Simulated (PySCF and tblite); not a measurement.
Values are calculated unless marked as measured or tabulated.
System: C₄H₆BBrO₂, numbered as in [OH:1][B:2]([OH:3])[C:4]1=[C:5]([Br:6])[CH2:7][CH2:8]1.

For the rotation about the B2–O3 bond (torsion O1–B2–O3–H from 0° to 180°, rising): electronic barrier 5.56 kcal/mol, zero-point change -1.05 kcal/mol, thermal and entropy terms at 250 K a further 0.03 kcal/mol (symmetry numbers apart). The minimum is Cs, the saddle C1. Geometries: GFN2-xTB; energies: PBE0/pcSseg-1 + D3(BJ); zero-point and thermal terms from GFN2-xTB harmonic modes (soft modes blended into free rotors). Rate constants are transition-state-theory values, counting equivalent paths, without tunnelling. (PySCF 2.14 with density fitting, tblite 0.8.)

(1) How many equivalent paths lead out of the minimum?

(2) Work out the rate at 250 K.

Spin–orbit effects of heavy atoms on shieldings are missing.

## Answers

(1) 2: the symmetry number of the minimum is 1, that of the saddle displaced along its mode 1, and the displaced saddle is chiral while the minimum is not, which doubles the count.

(2) ΔG‡ = 4.54 kcal/mol; k_B T/h = 5.2×10¹² s⁻¹; exp(−ΔG‡/RT) = 0.00011; times 2 gives k = 1.1×10⁹ s⁻¹.
